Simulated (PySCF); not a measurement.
Electron correlation in Ne (neon, neutral)

[Ne], closed-shell 1S. Computed with PySCF 2.14 in x2c-QZVPPall with one added diffuse shell each of s, p, d, f type (8s5p4d3f1g, 73 functions), with the spin-free X2C one-electron Hamiltonian (Gaussian nucleus). Frozen: nothing; 10 electrons correlated.

MP2 pair energies summed by pair of shells (mhartree):

```csv
pair,energy,share (%)
2p-2p,-205.75,65.2
2s-2p,-75.06,23.8
1s-1s,-13.23,4.2
2s-2s,-10.57,3.3
1s-2p,-8.65,2.7
1s-2s,-2.38,0.8
```

Total MP2 correlation energy: -315.64 mhartree.

Same-spin part -77.04 and opposite-spin part -238.61 mhartree; SCS-MP2 scales them by 1/3 and 6/5 to -312.01 mhartree.

This basis was not built for core-valence correlation, so the inner-shell part is incomplete.
